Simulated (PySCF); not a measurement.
# Ionisation energy of Re⁶⁵⁺ by level of theory

Re⁶⁵⁺ [Ne] → Re⁶⁶⁺ [He] 2s2 2p5 [2p1/2^2 2p3/2^3, M_J = 3/2], as a difference of total energies. All numbers are calculated (PySCF 2.14, the two-component X2C-1e Hamiltonian, in an uncontracted even-tempered set (17 s from 49 bohr⁻², ratio 2.4; 13 p from 64 bohr⁻², ratio 2.4; 5 d from 230 bohr⁻², ratio 2.6; 4 f from 340 bohr⁻², ratio 2.6)). Correlated levels: nothing frozen; the 30 highest virtual spinors dropped. "Screened" scales the spin-orbit matrix elements by Boettger's factors to mimic the two-electron term; Breit and QED terms are absent.

```json
{"method": "GHF (spin-free)", "ionisation energy (eV)": "16519.9"}
{"method": "GMP2 (spin-free)", "ionisation energy (eV)": "16521.6"}
{"method": "GHF (screened spin-orbit)", "ionisation energy (eV)": "16093.6"}
{"method": "GMP2 (screened spin-orbit)", "ionisation energy (eV)": "16095.2"}
```

For this ion Breit and QED terms and the two-electron picture change, all absent here, outweigh the correlation shift from GHF to GMP2.

The spin-free rows lack the spin-orbit shift.

For comparison: 16080 ± 30 eV (theoretical estimate listed by NIST; NIST Atomic Spectra Database, ionization energies).
